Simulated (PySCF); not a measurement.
# Spin states of AsH⁺

Unrestricted PBE0; As aug-pcseg-1, H aug-pcseg-1; no relativity (PySCF 2.14). Outer shells of the fragments: As+ 3d10 4s2 4p2; H 1s1.

Followed along the bond (rough minima from three points):

```csv
2Ms+1,unpaired,⟨S²⟩ at the start,R at minimum (Å),Te (eV)
2,π ↑,0.75,1.54,0.00
4,"σ ↑, π ↑↑",3.75,1.64,1.75
```

Solutions found at the starting distance of 1.595 Å, counted from the lowest of them; the search is not exhaustive and high or unbound solutions are not listed, so other states can lie among these:

| 2Ms+1 | unpaired | term | E (eV) | ⟨S²⟩ | ⟨Lz²⟩ | μ (D) |
| --- | --- | --- | --- | --- | --- | --- |
| 2 | π ↑ | ²Π | 0.00 | 0.75 | 1.00 | 0.86 |
| 4 | σ ↑, π ↑↑ | ⁴Σ⁻ | 1.73 | 3.75 | 0.00 | 1.40 |
| 2 | σ ↓, π ↑↑ | mixed | 2.39 | 1.77 | 0.00 | 1.55 |
| 2 | σ ↑, π ↑↓ | mixed | 2.51 | 1.76 | 2.01 | 1.50 |
| 2 | σ ↑ | mixed | 3.70 | 0.76 | 2.00 | 1.49 |
| 4 | σ ↑↑, π ↑ | ⁴Π | 6.94 | 3.75 | 1.00 | 0.33 |

A term symbol is given only where ⟨S²⟩ and ⟨Lz²⟩ are close to those of a pure state; real π, δ and φ orbitals otherwise mix terms. A positive dipole points towards H; it is taken about the centre of mass and depends on that origin.

Spin–orbit coupling is left out. Counting both spins, an empty level lies below a filled one in some of these solutions, because spin and occupation are held.
